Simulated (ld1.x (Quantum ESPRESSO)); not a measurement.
# Cu TM semilocal: all-electron and pseudo phase curves

- Element: Cu (Z = 29)
- Generator: ld1.x (Quantum ESPRESSO) 7.5
- Type: norm-conserving Troullier–Martins (semilocal form)
- Functional: PBE
- Relativity: scalar-relativistic
- Frozen core: [Ne]
- Valence charge: 19
- Reference configuration: 3s2 3p6 3d10 4s1 4p0
- Partial waves: 3s (bound): rc 0.56 bohr; 3p (bound): rc 0.62 bohr; 3d (bound): rc 0.56 bohr
- Local potential: the d channel
- Core correction: none

Occupied shells without a wave of their own: 4s. They enter only through the test configuration that unscreens the potential.

The phase is arctan(r·u′/u) with u = r·R(r), unwrapped; energies in Ry, scanned from -10 to 5 Ry. A pole is an energy at which the radial function vanishes at the test radius. The pseudo phase is shifted by a multiple of π to meet the all-electron one at the reference energy, and phase errors are pseudo minus all-electron; the curves can meet again beyond the range given. Levels narrower than the energy grid can be missing from the lists of poles.

```json
{"channel": "s", "radius (bohr)": "0.70", "reference energy (Ry)": "-8.43", "poles, all-electron": "none", "poles, pseudo": "none", "unbroken range about the reference energy with phases within 0.05 rad": "the whole range", "phase error 1 Ry above the reference energy (rad)": "-0.000"}
{"channel": "p", "radius (bohr)": "0.70", "reference energy (Ry)": "-5.30", "poles, all-electron": "none", "poles, pseudo": "none", "unbroken range about the reference energy with phases within 0.05 rad": "the whole range", "phase error 1 Ry above the reference energy (rad)": "-0.000"}
{"channel": "d", "radius (bohr)": "0.70", "reference energy (Ry)": "-0.37", "poles, all-electron": "none", "poles, pseudo": "none", "unbroken range about the reference energy with phases within 0.05 rad": "the whole range", "phase error 1 Ry above the reference energy (rad)": "+0.001"}
```

Phases in the s channel:

| E (Ry) | all-electron | pseudo |
| --- | --- | --- |
| -10.00 | -0.206 | -0.207 |
| -9.52 | -0.297 | -0.298 |
| -9.04 | -0.386 | -0.386 |
| -8.56 | -0.470 | -0.470 |
| -8.08 | -0.551 | -0.551 |
| -7.60 | -0.626 | -0.626 |
| -7.12 | -0.696 | -0.697 |
| -6.64 | -0.761 | -0.761 |
| -6.16 | -0.820 | -0.821 |
| -5.68 | -0.875 | -0.876 |
| -5.20 | -0.924 | -0.926 |
| -4.72 | -0.970 | -0.972 |
| -4.24 | -1.011 | -1.014 |
| -3.76 | -1.049 | -1.053 |
| -3.28 | -1.084 | -1.089 |
| -2.80 | -1.116 | -1.121 |
| -2.32 | -1.146 | -1.151 |
| -1.84 | -1.173 | -1.179 |
| -1.36 | -1.198 | -1.204 |
| -0.88 | -1.221 | -1.228 |
| -0.40 | -1.242 | -1.250 |
| 0.08 | -1.262 | -1.270 |
| 0.56 | -1.281 | -1.290 |
| 1.04 | -1.298 | -1.308 |
| 1.52 | -1.315 | -1.324 |
| 2.00 | -1.330 | -1.340 |
| 2.48 | -1.344 | -1.355 |
| 2.96 | -1.358 | -1.369 |
| 3.44 | -1.371 | -1.382 |
| 3.92 | -1.383 | -1.395 |
| 4.40 | -1.394 | -1.407 |
| 4.88 | -1.405 | -1.418 |
